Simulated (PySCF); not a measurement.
Excitations are Tamm–Dancoff values on a coarser integration grid. The basis has no diffuse functions, so Rydberg states are missing or too high.

Cartesian coordinates (Å):
SMILES: [nH]1cccc1[SiH3]
```xyz
13

Si     2.1523    -0.0805     0.0890
C      0.3086    -0.0129     0.0458
C     -0.5766    -0.0504     1.1015
C     -1.8904     0.0283     0.5868
C     -1.7818     0.1119    -0.7748
N     -0.4593     0.0870    -1.0917
H      2.7551     1.1261    -0.5251
H      2.6723    -1.2517    -0.6557
H      2.5661    -0.1729     1.5031
H     -0.2986    -0.1266     2.1399
H     -2.8092     0.0242     1.1483
H     -2.5388     0.1873    -1.5368
H     -0.1000     0.1341    -2.0278
```
Charge 0, multiplicity 1.

Task: What is the computed dipole moment, total energy, S1–T1 gap (TDA), LUMO and HOMO (CAM-B3LYP-D3(BJ)/def2-TZVP (PySCF))?

Result: 
The dipole moment comes out as 1.68 D. The total energy is -500.8558 Ha and the S1–T1 gap (TDA) comes out as 1.77 eV. The LUMO is 1.36 eV. The HOMO is -7.56 eV.
